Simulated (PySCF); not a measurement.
From one molecule to another.

First species: C2H11N3Si3.
SMILES: `[SiH2](C#C)N([SiH3])[SiH](N)N`

Second species: CH12OSSi5.
SMILES: `CS[Si@]1([SiH3])[SiH2]O[SiH2][SiH2]1`

Levels: PBE0/pcSseg-1 for HOMO energy, LUMO energy and HOMO–LUMO gap. Geometries: GFN2-xTB. Each species is one conformer at its optimised geometry, gas phase, non-relativistic unless stated; the electronic structure was computed with PySCF and density fitting.

Dipoles, sizes and rotational constants follow the conformer. The torsions of the flexible species, by atom-mapped SMILES:
- `[CH:1]#[C:2][SiH2:3][N:4]([SiH3:5])[SiH:6]([NH2:7])[NH2:8]`: C2–Si3–N4–Si5 -55°, Si3–N4–Si6–N7 99°, H–N7–Si6–N4 176°, H–N7–Si6–N4 -49°, H–N8–Si6–N4 -75°, H–N8–Si6–N4 57°

The conformers of `CS[Si@]1([SiH3])[SiH2]O[SiH2][SiH2]1` aren't listed.

Values for the first species:

- HOMO energy: -7.33 eV
- LUMO energy: -0.24 eV
- HOMO–LUMO gap: 7.09 eV

Problem. Estimate the same properties for the second species, and the change in each.

Solution. 
| property | first | second | second less first |
| --- | --- | --- | --- |
| HOMO energy | -7.33 eV | -6.70 eV | +0.63 eV |
| LUMO energy | -0.24 eV | -1.61 eV | -1.37 eV |
| HOMO–LUMO gap | 7.09 eV | 5.09 eV | -2.00 eV |

On the first:  GFN2-xTB frequencies show an imaginary mode (48i cm⁻¹), so this geometry is no minimum at that level.

On the second:  GFN2-xTB frequencies show an imaginary mode (38i cm⁻¹), so this geometry is no minimum at that level.
